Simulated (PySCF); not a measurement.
**Ionisation energy of Tb²⁸⁺ by level of theory**

Tb²⁸⁺ [Kr] 4d1 [4d3/2^1, M_J = 3/2] → Tb²⁹⁺ [Kr], as a difference of total energies. All numbers are calculated (PySCF 2.14, the two-component X2C-1e Hamiltonian, in an uncontracted even-tempered set (17 s from 2.4 bohr⁻², ratio 2.8; 14 p from 3.1 bohr⁻², ratio 2.8; 9 d from 3.1 bohr⁻², ratio 2.8; 3 f from 11 bohr⁻², ratio 3)). Correlated levels: [Ar] 3d10 frozen; the 92 highest virtual spinors dropped. "Screened" scales the spin-orbit matrix elements by Boettger's factors to mimic the two-electron term; Breit and QED terms are absent.

```tsv
method	ionisation energy (eV)
GHF (spin-free)	991.23
GMP2 (spin-free)	991.44
GHF (screened spin-orbit)	996.79
GMP2 (screened spin-orbit)	997.06
```

Q: How much does correlation contribute at GMP2 (screened spin-orbit)?

A: 997.06 − (996.79) = 0.27 eV, measured against GHF (screened spin-orbit).

Breit and QED terms and the two-electron picture change are absent.

The spin-free rows lack the spin-orbit shift.

For comparison: 997 ± 4 eV (theoretical estimate listed by NIST; NIST Atomic Spectra Database, ionization energies).
